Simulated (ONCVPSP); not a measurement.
iodine (I): ONCV pseudisation with revPBE, non-relativistic reference atom.

```json
{
 "Element": "iodine",
 "Generator": "ONCVPSP 4.0.1",
 "Type": "optimised norm-conserving Vanderbilt (ONCV)",
 "Functional": "revPBE",
 "Relativity": "non-relativistic",
 "Frozen core": "[Kr]",
 "Valence charge": "17",
 "Reference configuration": "4d10 5s2 5p5",
 "Partial waves": "5s: rc 1.80 bohr, ncon 4, nbas 9, qcut 4.4 1/bohr, 2 projectors, debl 2.7 Ha; 5p: rc 1.85 bohr, ncon 4, nbas 7, qcut 5.3 1/bohr, 1 projector; 4d: rc 1.00 bohr, ncon 4, nbas 7, qcut 9.3 1/bohr, 1 projector",
 "Local potential": "polynomial inside 0.70 bohr (lpopt 3, dvloc0 4 Ha)",
 "Core correction": "Teter function, fcfact 4.75, rcfact 1.25"
}
```

All-electron outer shells of the reference configuration (revPBE, non-relativistic, ld1.x):

| shell | level (eV) | outermost node (bohr) | outermost maximum (bohr) |
| --- | --- | --- | --- |
| 4s | -166.94 | 0.39 | 0.71 |
| 4p | -124.66 | 0.38 | 0.73 |
| 4d | -52.65 | 0.35 | 0.77 |
| 5s | -15.96 | 0.92 | 1.79 |
| 5p | -7.11 | 0.97 | 2.05 |

Problem. Does this generation succeed?

Solution. No. ONCVPSP 4.0.1 stopped with "ERROR pspot: first pseudo wave function has node, program will stop": the optimised pseudo-wave of the first projector has a node, so the radial equation cannot be inverted for a potential. It happened in the s channel.
